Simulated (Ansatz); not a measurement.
CH5AlSSi. Charge 0, multiplicity 1. The bonds changed during the relaxation, so this is another structure than the one it started from. All single points use the PBE0-D4/def2-TZVP geometry.

```xyz
9

Al   -0.400   -0.080   -1.572
C     0.868    0.189   -0.100
Si   -0.053    0.276    1.464
S     0.014   -1.529    0.334
H     0.111   -0.782   -2.896
H    -1.796    0.657   -1.423
H     1.950    0.098   -0.098
H     0.649    0.182    2.762
H    -1.344    0.989    1.528
```

Q: What is the dipole moment at ωB97M-V/def2-TZVPP? (An estimate is asked.)

A: Computed: 2.65 D, with components (0.86, 1.10, 2.25) D in this frame, pointing from negative to positive charge.

Q: And with PBE, r2SCAN, B3LYP? (Best estimate.)

A: Ansatz gave: PBE 2.49 D, r2SCAN 2.59 D, B3LYP 2.60 D.

Q: Give the Mulliken charges with ωB97M-V, r2SCAN, PBE in def2-TZVPP. (Estimate.)

A: The calculation gave: 
```json
{"atom": "Al1", "ωB97M-V": "0.34", "r2SCAN": "0.46", "PBE": "0.31"}
{"atom": "C2", "ωB97M-V": "-0.36", "r2SCAN": "-0.30", "PBE": "-0.22"}
{"atom": "Si3", "ωB97M-V": "0.28", "r2SCAN": "0.40", "PBE": "0.29"}
{"atom": "S4", "ωB97M-V": "-0.15", "r2SCAN": "-0.20", "PBE": "-0.15"}
{"atom": "H5", "ωB97M-V": "-0.13", "r2SCAN": "-0.17", "PBE": "-0.14"}
{"atom": "H6", "ωB97M-V": "-0.14", "r2SCAN": "-0.18", "PBE": "-0.14"}
{"atom": "H7", "ωB97M-V": "0.14", "r2SCAN": "0.09", "PBE": "0.11"}
{"atom": "H8", "ωB97M-V": "0.00", "r2SCAN": "-0.05", "PBE": "-0.04"}
{"atom": "H9", "ωB97M-V": "0.01", "r2SCAN": "-0.04", "PBE": "-0.03"}
```

B3LYP here is the variant with VWN-RPA as its local correlation; programs differ in this.
